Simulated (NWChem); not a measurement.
# CH₃BeF; SMILES [Be]([F])[CH3]

Q: Give the equilibrium geometry at PBE0-D3(BJ)/def2-TZVP (NWChem) as a Z-matrix, with the point group.

A: point group C3v; any orientation.
```
C
H 1 1.0941
H 1 1.0941 2 107.31
H 1 1.0941 2 107.31 3 -115.06
Be 1 1.6789 2 111.56 3 122.47
F 5 1.3773 4 153.94 1 180.00
```
